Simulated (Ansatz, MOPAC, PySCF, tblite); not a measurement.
Bond stretch in SiMg, lowest singlet found (which spin is the ground state isn't settled by this scan).

Levels: RKS-B3LYP/6-311+G** = restricted B3LYP/6-311+G**, spherical d (PySCF); GFN2-xTB, 300 K electronic temperature (tblite); PM6, restricted, heats of formation (MOPAC); FCI = full CI/aug-cc-pVDZ, frozen core in Ansatz (a program for electronic structure).

Energies relative to the lowest point of each curve between 2.11 and 3.14 Å, where full CI is lowest, in kJ/mol; the last columns give the difference from FCI:

```
R / Å  RKS-B3LYP/6-311+G**  GFN2-xTB    PM6    FCI  RKS-B3LYP/6-311+G** − FCI  GFN2-xTB − FCI  PM6 − FCI
-----  -------------------  --------  -----  -----  -------------------------  --------------  ---------
1.82                 334.2     692.9  406.5  363.8                      -29.6           329.2       42.7
1.98                 164.8     239.2  153.6  183.9                      -19.1            55.3      -30.3
2.11                  83.1      88.3   52.1   95.4                      -12.3            -7.1      -43.2
2.18                  53.9      46.9   22.8   63.2                       -9.3           -16.3      -40.4
2.31                  19.6       9.3    0.0   24.4                       -4.8           -15.1      -24.4
2.41                   6.2       0.5    2.1    8.6                       -2.4            -8.0       -6.5
2.46                   2.6       0.0    7.5    4.0                       -1.4            -4.0        3.5
2.55                   0.0       3.3   22.6    0.2                       -0.2             3.1       22.4
2.60                   0.3       6.8   33.2    0.0                        0.3             6.8       33.2
2.70                   3.5      16.4   57.5    2.7                        0.8            13.7       54.9
2.86                  13.2      36.1  101.0   12.5                        0.7            23.5       88.5
2.99                  23.2      53.9  137.1   23.1                        0.1            30.8      114.0
3.14                  35.2      74.8  176.9   36.0                       -0.8            38.8      140.9
3.37                  52.3     107.0  230.7   54.2                       -1.9            52.7      176.5
3.69                  71.2     127.0  287.7   73.1                       -1.9            53.9      214.6
4.05                  85.5     149.4  328.2   85.6                       -0.1            63.9      242.7
4.50                  95.7     173.1  353.6   93.2                        2.5            79.9      260.4
4.92                 100.5         —  362.9   96.5                        4.0               —      266.4
5.54                 103.5         —  366.9   98.6                        4.9               —      268.3
6.26                 104.3         —  367.8   99.5                        4.9               —      268.3
7.31                 104.5         —  367.8   99.9                        4.6               —      267.9
8.61                 104.4         —  367.8  100.1                        4.3               —      267.7
```

RKS-B3LYP/6-311+G** is furthest from FCI at 1.82 (-29.6 kJ/mol, below); its mean absolute difference over the points is 5.0 kJ/mol.

GFN2-xTB is furthest from FCI at 1.82 (329.2 kJ/mol, above); its mean absolute difference over the points is 47.2 kJ/mol.

PM6 is furthest from FCI at 5.54 (268.3 kJ/mol, above); its mean absolute difference over the points is 130.8 kJ/mol.

Dashes: no converged value, or the column stops at the first point that the program doubted or that broke a chosen test of continuity, which isn't proof of a fault.

The restricted form behind RKS-B3LYP/6-311+G**, PM6 keeps the bonding electrons paired and can't separate into open-shell fragments. Also computed but left out beside FCI, since their determinant holds another spin at the minimum (<S²> over 0.7 above the pure value): UHF, UMP2, UCCSD, UCCSD(T), UCCSDT, UCCSDT(Q), UKS-PBE0, UKS-PBE, UKS-B3LYP/6-31G*, UHF/LANL2DZ, UMP2/3-21G, UKS-B3LYP/6-311+G**.
